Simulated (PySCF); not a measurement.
All values below come from PBE-D3(BJ)/def2-TZVP // r2SCAN-D4/def2-TZVP (PySCF 2.14.0). Isolated molecules, 0 K electronic values unless said otherwise. One relaxed conformer stands for a flexible species; it need not be the lowest. Excitations are Tamm–Dancoff values on a coarser integration grid. The basis has no diffuse functions, so Rydberg states are missing or too high.

Reference species (SMILES): `[Cl][Ga]([Cl])[Cl]` (neutral, multiplicity 1).

```json
{
  "S1 oscillator strength": "0.000",
  "S1–T1 gap (TDA)": "0.32 eV"
}
```

Changed species: `[OH][Ga]([OH])[OH]` (3 of 3 Cl replaced by OH; the reference has 0 of 3 Cl replaced by OH).

Question: Predict the effect on the S1 oscillator strength and S1–T1 gap (TDA).

Answer: the S1 oscillator strength is nearly the same; the S1–T1 gap (TDA) stays essentially unchanged.
